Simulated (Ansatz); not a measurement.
Two isomers of AlH5O2Si: A = `[OH][AlH][SiH2]O`, B = `O[SiH2][O][AlH2]`.

Program: Ansatz. Geometries: PBE0-D4/def2-TZVP. ΔE: electronic, gas phase. CCSD(T)/CBS is the MP2 limit (def2-TZVPP, def2-QZVPP) plus CCSD(T) − MP2 in def2-TZVPP, frozen cores. DFT in def2-TZVPP. B3LYP here is the variant with VWN-RPA as its local correlation; programs differ in this. One conformer a species, not always the lowest.

Problem. Which is lower in electronic energy at CCSD(T)/CBS, and by how much? (An estimate is asked.)

Solution. The calculation gave: B, by 146.8 kJ/mol.

Problem. Give E(B) − E(A) in kJ/mol with BLYP-D4, B2PLYP, CCSD/def2-TZVPP, PBE-D4, HF/def2-TZVPP, MP2/def2-TZVPP, B3LYP. (Estimate.)

Solution. Computed: BLYP-D4 -137.7, B2PLYP -151.1, CCSD/def2-TZVPP -151.8, PBE-D4 -117.2, HF/def2-TZVPP -175.3, MP2/def2-TZVPP -156.6, B3LYP -144.7. None reverses the order clearly.

Problem. Does the order hold for the free energy at 298.15 K (harmonic terms from PBE0-D4)? (An estimate is asked.)

Solution. The calculation gave: Yes: G(B) − G(A) = -153.8 kJ/mol, for one conformer each. Modes under 60 cm⁻¹, often nearly free rotors, make the harmonic entropy too high.

Largest T1 diagnostic: 0.013.

Leaving LDA and LC-ωPBE aside and taking each functional with its dispersion term where it has one, the values, not all of them listed here, spread over 42.5 kJ/mol, from BHLYP-D4 to PBE-D4. LDA lies −7.5 kJ/mol from PBE without D4. In def2-TZVPP, CCSD(T) changes the Hartree–Fock value by +27.3 kJ/mol (the triples alone add +3.7 kJ/mol) and MP2 by +18.7 kJ/mol.
